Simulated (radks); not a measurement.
The numbers below are computed, except where a source is named.
How relativity changes the ionisation of the niobium ion Nb+ ([Kr] 4d4) to Nb2+ ([Kr] 4d3). Spin-unpolarised spherical Kohn-Sham, PBEsol, point nucleus unless stated (finite: rms radius 4.324 fm), a radial shooting solver on a logarithmic mesh with Libxc functionals. A level marked "c x" has the speed of light scaled by that factor and shares open shells by 2j + 1; other Dirac levels either fill j = l - 1/2 first or share by 2j + 1.

non-rel.: E(Nb+) (hartree) -3752.77810; E(Nb2+) (hartree) -3752.25505; IE (eV) 14.233; HOMO 4d; <r> HOMO (bohr) 2.029
scalar-rel.: E(Nb+) (hartree) -3817.25287; E(Nb2+) (hartree) -3816.73733; IE (eV) 14.029; HOMO 4d; <r> HOMO (bohr) 2.056
scalar-rel., finite nucleus: E(Nb+) (hartree) -3817.20440; E(Nb2+) (hartree) -3816.68886; IE (eV) 14.029; HOMO 4d; <r> HOMO (bohr) 2.056
Dirac, 2j+1 shares: E(Nb+) (hartree) -3817.75089; E(Nb2+) (hartree) -3817.23538; IE (eV) 14.028; HOMO 4d5/2; <r> HOMO (bohr) 2.066
Dirac, low j first: E(Nb+) (hartree) -3817.76563; E(Nb2+) (hartree) -3817.24865; IE (eV) 14.068; HOMO 4d3/2; <r> HOMO (bohr) 2.049
Dirac, 2j+1 shares, finite nucleus: E(Nb+) (hartree) -3817.70233; E(Nb2+) (hartree) -3817.18682; IE (eV) 14.028; HOMO 4d5/2; <r> HOMO (bohr) 2.066
Dirac, c x 0.75: E(Nb+) (hartree) -3872.59891; E(Nb2+) (hartree) -3872.08900; IE (eV) 13.875; HOMO 4d5/2; <r> HOMO (bohr) 2.095
Dirac, c x 1.25: E(Nb+) (hartree) -3793.69024; E(Nb2+) (hartree) -3793.17207; IE (eV) 14.100; HOMO 4d5/2; <r> HOMO (bohr) 2.052
Dirac, c x 3: E(Nb+) (hartree) -3759.71851; E(Nb2+) (hartree) -3759.19631; IE (eV) 14.210; HOMO 4d5/2; <r> HOMO (bohr) 2.033

NIST Atomic Spectra Database: 14.320 eV (semi-empirical). The relativistic part of the total energy of Nb+ is -64.92 hartree (Dirac, 2j+1 shares, finite nucleus), 1.7 % of the non-relativistic value. Spin polarisation and multiplet splitting of open shells are left out at every level.

Beside tabulated values, note that relativity, absent from the non-relativistic runs, is large for the heavy elements, and spin-unpolarised runs miss the spin-polarisation part of the exchange energy of open shells.
